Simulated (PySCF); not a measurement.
**Field gradients at the hydrogen positions**

Species: C7H10SSi.
Geometry (PBE0-D3(BJ)/def2-SVP, Å), atoms numbered from 1 in this order:
```
atom  x, y, z in Å
C1     3.7326   -0.7255    0.4583
S2     1.9999   -1.2737    0.3396
Si3    1.0367    0.6386    0.2603
C4    -0.8041    0.3404    0.0766
C5    -1.3444   -0.9527    0.0394
C6    -2.7179   -1.1491   -0.0968
C7    -3.5730   -0.0534   -0.1988
C8    -3.0520    1.2399   -0.1647
C9    -1.6792    1.4327   -0.0282
H10    4.0364   -0.1617   -0.4352
H11    4.3474   -1.6328    0.5293
H12    3.9009   -0.1161    1.3577
H13    1.3330    1.4245    1.5010
H14    1.5700    1.4390   -0.8884
H15   -0.6864   -1.8231    0.1172
H16   -3.1218   -2.1641   -0.1236
H17   -4.6496   -0.2071   -0.3058
H18   -3.7186    2.1020   -0.2453
H19   -1.2872    2.4546   -0.0032
```

Level: PBE0/pcSseg-1 (PySCF, non-relativistic); Q(2H) = 0.00286 b; rigid geometry, the same for H and D, with no vibrational averaging.

**Question.** Rank these positions by the coupling χzz of a deuteron there, largest first.
A. H16 (aromatic hydrogen)
B. H15 (aromatic hydrogen)
C. H10 (methyl hydrogen)
D. H14 (Si–H hydrogen)

**Answer.** A (204 kHz), B (199 kHz), C (195 kHz), D (92 kHz).

**Question.** What are Vzz, η and χzz (234.96 MHz × Q × Vzz) at all hydrogens?

**Answer.** 
```json
{"atom": "H10", "bonded to": "C1", "bond length (Å)": "1.099", "Vzz (au)": "0.2898", "η": "0.04", "χzz (kHz)": "195"}
{"atom": "H11", "bonded to": "C1", "bond length (Å)": "1.098", "Vzz (au)": "0.2931", "η": "0.05", "χzz (kHz)": "197"}
{"atom": "H12", "bonded to": "C1", "bond length (Å)": "1.099", "Vzz (au)": "0.2897", "η": "0.04", "χzz (kHz)": "195"}
{"atom": "H13", "bonded to": "Si3", "bond length (Å)": "1.498", "Vzz (au)": "0.1368", "η": "0.04", "χzz (kHz)": "92"}
{"atom": "H14", "bonded to": "Si3", "bond length (Å)": "1.498", "Vzz (au)": "0.1367", "η": "0.04", "χzz (kHz)": "92"}
{"atom": "H15", "bonded to": "C5", "bond length (Å)": "1.094", "Vzz (au)": "0.2961", "η": "0.09", "χzz (kHz)": "199"}
{"atom": "H16", "bonded to": "C6", "bond length (Å)": "1.093", "Vzz (au)": "0.3033", "η": "0.06", "χzz (kHz)": "204"}
{"atom": "H17", "bonded to": "C7", "bond length (Å)": "1.093", "Vzz (au)": "0.3034", "η": "0.06", "χzz (kHz)": "204"}
{"atom": "H18", "bonded to": "C8", "bond length (Å)": "1.093", "Vzz (au)": "0.3036", "η": "0.07", "χzz (kHz)": "204"}
{"atom": "H19", "bonded to": "C9", "bond length (Å)": "1.095", "Vzz (au)": "0.2987", "η": "0.08", "χzz (kHz)": "201"}
```

**Question.** Average by the element that carries the hydrogen.

**Answer.** on C: 200 kHz over 8 positions, mean bond length 1.096 Å; on Si: 92 kHz over 2 positions, mean bond length 1.498 Å.

**Question.** Give the 2H NMR doublet splittings at H10 for a magnetic field along the z, y and x axes of the gradient: 3χ/2, 3χ(1 + η)/4, 3χ(1 − η)/4.

**Answer.** With |χ| = 194.8 kHz and η = 0.037: 292, 152 and 141 kHz, to first order and without motion.

Isolated species at its PBE0-D3(BJ)/def2-SVP geometry (one conformer only). A larger basis could move these couplings by a tenth or more.

The run behind these numbers computed NMR shieldings as well. Hardware: one thread, Arm Neoverse N1 (aarch64), on a shared host. Cost: 75 s of wall time, 1.0 GiB resident at most.
